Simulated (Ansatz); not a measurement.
Basis-set extrapolation for BClH₅NOSi (`NB(Cl)O[SiH3]`) (PBE0-D4/def2-TZVP geometry, frozen core, Ansatz 0.2.0). Multiplicity 1, RHF reference.

|  | def2-TZVPP | def2-QZVPP |
| --- | --- | --- |
| HF | -905.626397 | -905.656258 |
| MP2 correlation | -0.853658 | -0.923603 |
| CCSD(T) correlation | -0.934088 | not run |

Energies in hartree. Use E(X) = E(∞) + A·exp(−7.88·√X) for Hartree–Fock and E(X) = E(∞) + B·X^(−2.97) for correlation, with X = 3 and 4, and add CCSD(T) minus MP2 of the smaller set to the MP2 limit.

Problem. What is the CCSD(T) energy at the basis-set limit?

Solution. HF limit: -905.656258 + (-0.029861) × 0.13774 = -905.66037. MP2 limit: -0.923603 + (-0.069945) × 0.74074 = -0.97541. Higher-order term: -0.934088 − (-0.853658) = -0.08043. Total: -906.71621 hartree, 408.9 kJ/mol below CCSD(T)/def2-TZVPP.
